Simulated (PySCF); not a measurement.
C4H9ClO2S.
Numbering: `[CH3:1][C:2]([CH3:3])([CH3:4])[S:5](=[O:6])(=[O:7])[Cl:8]` (hydrogens: H9, H10, H11 on C1; H12, H13, H14 on C3; H15, H16, H17 on C4)

Level: PBE0/def2-SVPD in PySCF, non-relativistic, on one gas-phase PBE0-D3(BJ)/def2-SVP geometry that isn't relaxed in the solvent. The solvent is an IEF-PCM continuum (cavity from Bondi-type radii × 1.2). Specific hydrogen bonds and non-electrostatic terms are outside this model.

Gas phase at PBE0/def2-SVPD: HOMO -9.02 eV, LUMO -1.99 eV, dipole 4.66 D.

**Question.** What does the continuum do to the energy, the frontier levels and the dipole at PBE0/def2-SVPD in benzene and chloroform?

**Answer.** 
```csv
solvent,ε,E(solvent) − E(gas) (kcal/mol),polarisation term (kcal/mol),distortion of the solute (kcal/mol),HOMO (eV),LUMO (eV),dipole (D)
benzene,2.271,-2.99,-3.28,0.29,-9.09,-2.01,5.33
chloroform,4.711,-4.75,-5.50,0.75,-9.14,-2.04,5.76
```

The first energy column is the sum of the next two and covers electrostatics alone. The atom shares or the degeneracy of the HOMO differ from the gas phase in chloroform, so that column needn't follow one orbital. From benzene to chloroform the lowering changes by a factor 1.59, Onsager's factor (ε − 1)/(2ε + 1) by 1.55 and ε itself by 2.1.

**Question.** Which radius a makes the point-dipole formula ΔE = −[(ε − 1)/(2ε + 1)]·μ²/a³ give the value in chloroform, with the gas-phase dipole?

**Answer.** μ = 1.835 au and |ΔE| = 0.00757 Eh give a = 2.86 Å; the farthest nucleus lies 2.95 Å from the centroid of the nuclei, so such a sphere wouldn't even hold the nuclei. The formula assumes a rigid point dipole at the centre of a sphere.

**Question.** How does the static polarisability (PBE0/def2-SVPD, frozen core, with the continuum's full static response) change?

**Answer.** 
| medium | isotropic (au) | principal values (au) | ⟨r²⟩ of the electrons (bohr²) |
| --- | --- | --- | --- |
| gas | 91.6 | 83.4, 87.5, 103.7 | 1223.6 |
| benzene | 105.7 | 96.2, 100.7, 120.1 | 1223.3 |
| chloroform | 115.6 | 105.7, 110.0, 131.2 | 1223.1 |

The isotropic value in chloroform is 1.26 times the gas-phase one; no cavity-field correction is applied. ⟨r²⟩ is taken about the centre of nuclear charge.

Time: 47 s of wall time; peak memory 1.2 GiB. Hardware: one thread of an Arm Neoverse V1, shared host. This is the whole response run at PBE0/def2-SVPD in chloroform, SCF included.

Conformer computed: `[CH3:1][C:2]([CH3:3])([CH3:4])[S:5](=[O:6])(=[O:7])[Cl:8]`: C1–C2–S5–O6 175°.
